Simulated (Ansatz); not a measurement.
A nudged elastic band was laid between two geometries of BF3 + H2 (6 atoms, charge 0, multiplicity 1).

Theory: Ansatz, RKS PBE0-D4/def2-SVP.

| Item | Value |
| --- | --- |
| movable images | 7 |
| climbing image | yes |
| spring | 5.0 eV/Å² |
| optimiser | quadratic models (default) |
| start path | straight line |
| force threshold | 0.05 eV/Å |
| iteration limit | 60 |
| end points | relaxed |

Initial state:

```xyz
6
Properties=species:S:1:pos:R:3
B -0.009 0.418 0.026
F -0.015 0.805 1.278
F 1.128 0.266 -0.608
F -1.140 0.206 -0.601
H 0.086 -2.273 0.676
H 0.062 -1.947 1.363
```

Final state:

```xyz
6
Properties=species:S:1:pos:R:3
B -0.003 -0.553 -0.418
F -0.036 0.178 1.752
F 1.142 0.033 -0.706
F -1.119 0.061 -0.751
H -0.022 -1.696 -0.037
H 0.148 -0.548 2.294
```

What changes between the two ends?

Bonds broken: B1–F2, H5–H6. Bonds formed: B1–H5, F2–H6. BF3 + H2 becomes BF2H + FH.

What energy profile does the band end with?

The run converged. The highest image is number 5 of 0 to 8, 1.91 eV above the first end and 0.68 eV above the last; the last end lies 1.23 eV above the first. Another band between the same ends (7 images) ends at a top of the same energy, where a vibrational analysis finds 1 clearly imaginary mode. The orbitals stay closed-shell, which can raise the energy where a bond breaks towards radicals; this wasn't checked here.

| image | path coordinate (Å) | energy (eV) | B1–F2 (Å) | H5–H6 (Å) | B1–H5 (Å) |
| --- | --- | --- | --- | --- | --- |
| 0 | 0.00 | 0.00 | 1.31 | 0.76 | 2.77 |
| 1 | 0.36 | 0.01 | 1.31 | 0.76 | 2.46 |
| 2 | 0.71 | 0.08 | 1.32 | 0.76 | 2.14 |
| 3 | 1.07 | 0.35 | 1.34 | 0.77 | 1.83 |
| 4 | 1.43 | 1.15 | 1.42 | 0.84 | 1.53 |
| 5 | 1.78 | 1.91 | 1.60 | 1.09 | 1.34 |
| 6 | 2.23 | 1.44 | 1.94 | 1.53 | 1.23 |
| 7 | 2.68 | 1.26 | 2.17 | 2.05 | 1.21 |
| 8 | 3.12 | 1.23 | 2.29 | 2.60 | 1.21 |

What is the geometry of the highest image?


```xyz
6
Properties=species:S:1:pos:R:3
B 0.016 -0.310 -0.011
F 0.001 0.237 1.497
F 1.156 0.025 -0.593
F -1.141 -0.036 -0.594
H 0.049 -1.554 0.488
H 0.031 -0.889 1.347
```

Time of the run: 4.3 min on 1 thread of Arm Neoverse V1 (shared host), peak memory 0.13 GiB.
